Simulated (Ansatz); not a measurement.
BiFBr₂, SMILES [F][Bi]([Br])[Br].

Coordinates come from a B3LYP-D3(BJ)/def2-SVP optimisation. The structure was generated by enumeration; whether it is a known compound was not checked. The def2 effective core potentials stand for the cores of Bi; spin–orbit coupling is left out.

Two levels are set side by side: PBE/def2-SVPD (Ansatz, a first-principles code) and PBE0/def2-SVPD (Ansatz). Energy differences of separate SCF runs at the same geometry; the states with an electron removed or added have multiplicity 2 and 2. Differences are taken from unrounded values.

```json
[
 {"quantity": "vertical ionisation energy (eV)", "PBE": "10.13"},
 {"quantity": "vertical electron affinity (eV)", "PBE": "1.10"},
 {"quantity": "vertical singlet–triplet gap (eV)", "PBE": "4.01"}
]
```

Problem. These are the PBE values. What does PBE0 give? (An estimate is asked for; the answer gives what the named calculation found.)

Solution. 
```json
[
 {"quantity": "vertical ionisation energy (eV)", "PBE0": "10.51", "PBE minus PBE0": "-0.38"},
 {"quantity": "vertical electron affinity (eV)", "PBE0": "1.20", "PBE minus PBE0": "-0.10"},
 {"quantity": "vertical singlet–triplet gap (eV)", "PBE0": "4.17", "PBE minus PBE0": "-0.17"}
]
```
